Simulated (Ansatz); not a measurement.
```xyz
6

C    -0.5245   -0.3186    1.6606
C    -0.0792   -0.0658    0.5672
Si    0.8131    0.2844   -0.9636
F     0.3971    1.7280   -1.4898
Cl    0.3300   -1.0872   -2.3933
H    -0.9366   -0.5408    2.6189
```

Total charge 0; spin multiplicity 2.

Q: List the B3LYP/def2-TZVPP orbital energies in eV (the Gaussian-basis code of Ansatz). (Best estimate.)

A: The calculation gave: α occupied: -2762.93, -1801.44, -672.01, -277.85, -277.29, -257.68, -196.71, -196.57, -196.56, -145.73, -101.11, -101.06, -101.01, -33.00, -23.13, -21.20, -16.41, -15.11, -13.51, -12.91, -12.72, -11.38, -9.96, -9.66, -8.91, -8.70, -6.53. α empty: -1.15, -0.91, 1.49, 1.58, 1.69, 2.07, 2.92, 3.67. β occupied: -2762.91, -1801.34, -671.95, -277.82, -277.26, -257.66, -196.66, -196.55, -196.53, -145.61, -100.98, -100.94, -100.85, -32.86, -22.98, -21.11, -16.19, -14.97, -13.32, -12.80, -12.46, -11.19, -9.73, -9.61, -8.74, -8.64. β empty: -3.38, -0.98, -0.57, 1.56, 1.82, 2.06, 2.23, 2.96. ⟨S²⟩ = 0.752.

B3LYP here is the variant with VWN-RPA as its local correlation; programs differ in this.
